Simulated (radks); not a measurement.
Values are calculated unless marked as measured or tabulated.
The molybdenum ion Mo2+ is in [Kr] 4d4. Level of theory: scalar-relativistic Kohn-Sham, PBEsol, spin-polarised, spherical densities, finite nucleus; Fermi nuclear charge, rms radius of each element as measured or else 0.836 A^(1/3) + 0.57 fm (a radial shooting solver on a logarithmic mesh with Libxc functionals). Open shells are filled with parallel spins first. One electron is removed from 4d, 4s, 3d, 4p in turn, with full relaxation. Which removal costs least, and what does each cost?

Answer. 4d 27.809 eV; 4p 61.794 eV; 4s 88.366 eV; 3d 255.79 eV. The 4d electron leaves first.
